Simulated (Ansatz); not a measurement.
Energy profile

The step: SiHF₃ ([F][SiH]([F])[F]) + SiH₃F ([F][SiH3]) → Si₂H₃F₃ ([F][Si]([F])([F])[SiH3]) + HF; bonds formed: Si1–Si7, F2–H6; bonds broken: Si1–H6, F2–Si7 (atoms numbered as in the saddle structure below).

```
10
angstrom
Si -0.8976 -0.9938 -0.0316
F 1.9795 -0.2310 -0.3310
F -0.6898 -2.5404 -0.3062
F -1.5708 -0.8874 1.3930
F -1.9288 -0.4908 -1.1173
H 0.9228 -0.6814 -0.2457
Si 0.6434 1.0995 0.0856
H 1.3303 1.4077 1.3533
H 1.0004 1.8397 -1.1387
H -0.7892 1.4780 0.3384
```

Electronic energies by CCSD(T) at an estimated basis limit (MP2 extrapolated from triple and quadruple zeta, plus CCSD(T) − MP2 in triple zeta), on PBE0-D4/def2-TZVP structures; Si$_{2}$H$_{4}$F$_{4}$, closed shell; no counterpoise correction. Computed with Ansatz 0.2.0 (basis: def2-TZVPP and def2-QZVPP); correlated methods freeze the cores. Extrapolation: Hartree–Fock as exp(−7.88 √X), correlation as X^−2.97.

(1) Give the profile in kcal/mol, counted from the separated reactants. (Judge from chemistry; the value comes from the calculation.)

The T1 diagnostic stays at or below 0.014.

Answers

(1) The calculation gives:
```csv
point,kcal/mol
"separated: SiHF$_{3}$ (linked as [F][SiH]([F])[F]; Si1, F3, F4, F5, H6; singlet) + SiH$_{3}$F (linked as [F][SiH3]; F2, Si7, H8, H9, H10; singlet)",0.00
start structure,-2.75
saddle,74.55
end structure,28.29
"separated: Si$_{2}$H$_{3}$F$_{3}$ (linked as [F][Si]([F])([F])[SiH3]; Si1, F3, F4, F5, Si7, H8, H9, H10; singlet) + HF (F2, H6; singlet)",32.49
```

For scale, one of the runs: CCSD(T)/def2-TZVPP, 264 basis functions, launched by `ansatz run in.yaml --threads 8 --pin off --events-out ev --progress --plain --max-ram 19148MiB`. Time: 4.5 min of wall clock on 8 CPU threads of an Arm Neoverse N1; the host was shared. Peak host memory: 6.8 GiB.
